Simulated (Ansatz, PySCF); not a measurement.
Caution: the restricted solution is unstable towards spin-unrestricted or complex orbitals, so a lower solution exists and this singlet may not be the ground state. This singlet is an excited state, 0.57 eV above the relaxed triplet at the level B3LYP/cc-pVTZ // PBE0-D3(BJ)/def2-TZVP (Ansatz, an electronic-structure program).

Cartesian coordinates (Å):
```xyz
5

C     -1.2707    -0.1681     0.7770
C     -0.0028    -0.1291     0.5626
C      1.2594    -0.3741     0.5533
H     -2.0339     0.5040     0.4051
H      2.0481     0.1673     0.0467
```
Charge 0, multiplicity 1.

### Question
Predict the HOMO, dipole moment, LUMO, HOMO–LUMO gap and total energy from PBE-D3(BJ)/def2-TZVP // PBE0-D3(BJ)/def2-TZVP run with PySCF 2.14.0.

### Answer

```
Item                  Value
-------------  ------------
HOMO               -5.39 eV
dipole moment     0.468 e·Å
LUMO               -4.84 eV
HOMO–LUMO gap       0.56 eV
total energy   -115.2090 Ha
```
